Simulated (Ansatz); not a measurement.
Basis sets compared for Zr3O7H2. Charge 0, multiplicity 1. Geometry PBE0-D4/def2-SVP. Ansatz on 4 threads of Arm Neoverse V1 on a shared host; times are rough, and most runs start from earlier orbitals.

```tsv
atom	x (Å)	y (Å)	z (Å)
Zr1	-1.246	-1.551	-0.652
Zr2	1.140	0.069	0.672
Zr3	-1.314	1.560	-0.354
O4	-1.832	-2.772	-1.759
O5	0.058	0.266	-1.076
O6	0.714	-1.961	0.251
O7	3.014	0.437	0.920
O8	-0.132	-1.452	1.350
O9	-2.488	0.070	-0.328
O10	-0.076	1.535	1.175
H11	3.929	0.649	1.103
H12	-1.768	3.150	-1.302
```

In the def2 sets Zr takes a core potential, while STO-3G treats all electrons; there is no spin–orbit coupling. The structure holds one bond between oxygen atoms, so isomers without such links may lie far lower. The structure comes from a short search, and lower isomers may exist.

STO-3G and 6-31G are all-electron sets without relativity, so their totals don't compare with the def2 sets.

Binding counts from free atoms (Zr triplet, O triplet, H doublet) in the same basis, without a counterpoise term.

| level | functions | energy (Eh) | HOMO (eV) | LUMO (eV) | binding per atom (eV) | wall time |
| --- | --- | --- | --- | --- | --- | --- |
| HF/STO-3G | 118 | -11028.6209 | -7.58 | 4.91 | – | 3 s |
| HF/def2-TZVP | 349 | -665.5030 | -11.32 | 0.65 | 3.32 | 10 s |
| PBE-D4/def2-SVP | 201 | -668.5709 | -6.40 | -2.88 | – | 4.6 s |
| PBE-D4/def2-TZVP | 349 | -669.2251 | -6.44 | -2.96 | – | 7.5 s |
| B97M-V/def2-TZVP | 349 | -669.5743 | -6.83 | -2.89 | 5.32 | 32 s |
| PBE0-D4/def2-SVP | 201 | -668.4415 | -7.84 | -2.07 | 5.35 | 7 s |
| PBE0-D4/def2-TZVP (with forces) | 349 | -669.0972 | -7.85 | -2.13 | 5.26 | 21 s |

Problem. Estimate the rows for PBE-D4/def2-TZVPD, B97M-V/def2-TZVPD, PBE0-D4/def2-TZVPD.

Solution. 
| level | functions | energy (Eh) | HOMO (eV) | LUMO (eV) | binding per atom (eV) | wall time |
| --- | --- | --- | --- | --- | --- | --- |
| PBE-D4/def2-TZVPD | 418 | -669.2311 | -6.44 | -2.97 | – | 12 s |
| B97M-V/def2-TZVPD | 418 | -669.5792 | -6.83 | -2.89 | 5.32 | 44 s |
| PBE0-D4/def2-TZVPD | 418 | -669.1037 | -7.84 | -2.13 | 5.26 | 21 s |
